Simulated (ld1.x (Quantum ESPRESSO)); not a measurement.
aluminium (Al), ultrasoft: configuration errors across variants

```json
{
 "Element": "Al (Z = 13)",
 "Generator": "ld1.x (Quantum ESPRESSO) 7.5",
 "Type": "ultrasoft",
 "Functional": "PBE",
 "Relativity": "fully relativistic",
 "Frozen core": "[Ne]",
 "Valence charge": "3",
 "Reference configuration": "3s2 3p1",
 "Partial waves": "3s (bound): rcut 1.35, rcutus 1.90 bohr; 3s channel at 0.4 Ry: rcut 1.35, rcutus 1.90 bohr; 3p (bound): rcut 2.55, rcutus 3.05 bohr; 3p channel at 2.95 Ry: rcut 2.55, rcutus 3.05 bohr; 3d channel at -0.1 Ry: rcut 2.35, rcutus 3.10 bohr; 3d channel at 0.7 Ry: rcut 2.35, rcutus 3.10 bohr",
 "Local potential": "all-electron potential smoothed inside 1.55 bohr (lloc = -1)",
 "Core correction": "Bessel-smoothed model core inside 1.60 bohr",
 "Augmentation charge": "PSQ, inside the norm-conserving radii"
}
```

Open shells are filled in proportion to 2j + 1 (rel_dist='average').

All-electron excitation energies from the reference (eV): (1) 3s2 3p0 5.761; (2) 3s1 3p0 24.987; (3) 3s2 3p0.5 2.086; (4) 3s1 3p2 5.139; (5) 3s0 3p3 10.451; (6) 3s1 3p1 11.571; (7) 3s2 3p1.3 -0.575.

1 further variants failed, have other tests or another functional or relativity, and are left out.

Errors AE − PS in meV (a dash: test not solved or not reliable):

| change | (1) | (2) | (3) | (4) | (5) | (6) | (7) | bound ghosts |
| --- | --- | --- | --- | --- | --- | --- | --- | --- |
| base | -0.1 | +8.0 | +0.1 | +0.9 | +2.9 | +2.2 | +0.1 | none |
| core correction Bessel-smoothed model core inside 1.40 bohr | -0.4 | -5.0 | +0.1 | -3.4 | -17 | -3.0 | +0.1 | none |
| waves 3d channel at -0.1 Ry: rcut 2.35, rcutus 4.40 bohr; 3d channel at 0.7 Ry: rcut 2.35, rcutus 4.40 bohr | -0.1 | +8.0 | +0.1 | +0.9 | +2.9 | +2.2 | +0.1 | none |
| waves 3s (bound): rcut 1.35, rcutus 2.06 bohr; 3s channel at 0.4 Ry: rcut 1.35, rcutus 2.06 bohr | -0.1 | +8.2 | +0.1 | +1.0 | +3.0 | +2.3 | +0.1 | none |
| local potential all-electron potential smoothed inside 2.56 bohr (lloc = -1) | -0.1 | +8.0 | +0.1 | +0.9 | +3.0 | +1.7 | +0.1 | none |

(1) Give the same row for: waves 3p (bound): rcut 2.55, rcutus 3.12 bohr; 3p channel at 2.95 Ry: rcut 2.55, rcutus 3.12 bohr.

Answers

(1) +0.1, +11, +0.2, -0.5, -3.0, +2.2, +0.1; bound ghosts: none.
